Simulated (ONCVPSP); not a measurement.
## An all-electron radial function and its pseudo partner (oxygen)

Columns: radius, all-electron u(r) and pseudo u(r) of the 2p shell (level -9.19 eV) of oxygen in the configuration [He] 2s1.5 2p4.5; PBEsol, scalar-relativistic, ONCV scheme, ONCVPSP 4.0.1.

```csv
r (bohr),all-electron,pseudo
0.108,0.1171,0.0271
0.215,0.3192,0.1038
0.322,0.5072,0.2204
0.430,0.6540,0.3639
0.538,0.7550,0.5161
0.645,0.8147,0.6586
0.752,0.8420,0.7785
0.860,0.8448,0.8664
0.968,0.8298,0.9161
1.075,0.8031,0.9278
1.182,0.7687,0.9069
1.290,0.7293,0.8603
1.398,0.6874,0.7973
1.505,0.6451,0.7276
1.612,0.6030,0.6578
1.720,0.5615,0.5926
1.828,0.5215,0.5358
1.935,0.4836,0.4882
2.042,0.4477,0.4484
2.150,0.4135,0.4135
2.258,0.3815,0.3815
2.365,0.3518,0.3518
2.472,0.3242,0.3242
2.580,0.2983,0.2983
2.688,0.2743,0.2743
2.795,0.2523,0.2523
```

**Question.** How many radial nodes do the two functions have?

**Answer.** The all-electron 2p function has n − l − 1 = 0; the pseudo-wave has 0.

**Question.** At about which radius was the pseudo-wave matched?

**Answer.** 2.15 bohr, where the columns begin to agree (steps of 0.11 bohr).

**Question.** Where does each function peak?

**Answer.** Outermost all-electron maximum near 0.86 bohr, pseudo maximum near 1.07 bohr (to the table’s step).

**Question.** Is the pseudo-wave norm-conserving?

**Answer.** Yes: the ONCV scheme keeps the norm inside the radius equal to the all-electron one, which fixes the energy derivative of the logarithmic derivative at the level.
